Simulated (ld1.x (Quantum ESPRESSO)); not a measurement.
What one change does to a pseudopotential (Cr, RRKJ)

ld1.x (Quantum ESPRESSO) 7.5 input, shortened:

```
&input
   title='Cr', zed=24., rel=1, dft='PZ', iswitch=3,
   config='[Ar] 3d5 4s1 4p0'
 /
 &inputp
   pseudotype=2, tm=.false., rho0=0.01, lloc=1,
   nlcc=.true., rcore=2.00
 /
3
4S  1  0   1.00   0.00  2.65  2.65  0.0
3D  3  2   5.00   0.00  2.05  2.05  0.0
4P  2  1   0.00   0.00  2.90  2.90  0.0
 &test
   configts(1)='3d5 4s1 4p0'
 /
```

Change: core correction a·sin(br)/r model core inside 0.94 bohr.

Cutoffs: the cutoffs (Ry, on a coarse ladder) from which the occupation-weighted sum of valence levels, in a spherical-Bessel basis at the reference potential, stays within 10 and 1 mRy of its value at 400 Ry; they do not see the model core or the augmentation charge, which bear on the density cutoff. Errors are all-electron minus pseudo energies relative to the spin-unpolarised reference configuration.

Question: How do hardness, ghosts and transferability respond?

Answer: The potential gets neither clearly harder nor softer (40 Ry and 60 Ry → 40 Ry and 60 Ry); of the 9 tests that both files solve, the error grows in 2 and shrinks in 6 by more than 15 % and 0.3 meV (median size 124.0 → 97.3 meV); neither file shows a bound ghost at the reference potential, the only one tested. A model core, the more so a compact one, raises the density cutoff, which this test does not measure.

```csv
quantity,base,changed
"cutoff, loose",40 Ry,40 Ry
"cutoff, tight",60 Ry,60 Ry
bound ghosts,none,none
"error for 3d5 4s0 4p0, meV [ΔE 7.14 eV]",+5.7,+1.8
"error for 3d4 4s0 4p0, meV [ΔE 23.48 eV]",-237,-265
"error for 3d3 4s0 4p0, meV [ΔE 54.51 eV]",-682,-957
"error for 3d5.5 4s0.5 4p0, meV [ΔE 0.72 eV]",-11,-15
"error for 3d4 4s1 4p1, meV [ΔE 3.61 eV]",+89,+64
"error for 3d4 4s2 4p0, meV [ΔE -0.06 eV]",+124,+97
"error for 3d5 4s0.5 4p0, meV [ΔE 2.82 eV]",+4.0,+3.0
"error for 3d5 4s1 4p0 (spin-polarised), meV [ΔE -4.92 eV]",+3622,+422
"error for 3d5 4s0 4p0 (spin-polarised), meV [ΔE 2.68 eV]",+3757,+443
s: phases at 3.17 bohr within 0.05 rad from the reference energy up to (Ry; the scan ends near 5),-0.1,-0.1
p: phases at 3.17 bohr within 0.05 rad from the reference energy up to (Ry; the scan ends near 5),2.3,2.3
d: phases at 3.17 bohr within 0.05 rad from the reference energy up to (Ry; the scan ends near 5),0.3,0.3
```

Base: These tests converged, but a pseudo level misses the all-electron one widely, so the file describes the atom poorly there or has found another state: 3d4 4s0 4p0: empty 4s by 3.5 eV (a node warning on the way). Changed file: These tests converged, but a pseudo level misses the all-electron one widely, so the file describes the atom poorly there or has found another state: 3d4 4s0 4p0: empty 4s by 3.6 eV (a node warning on the way).
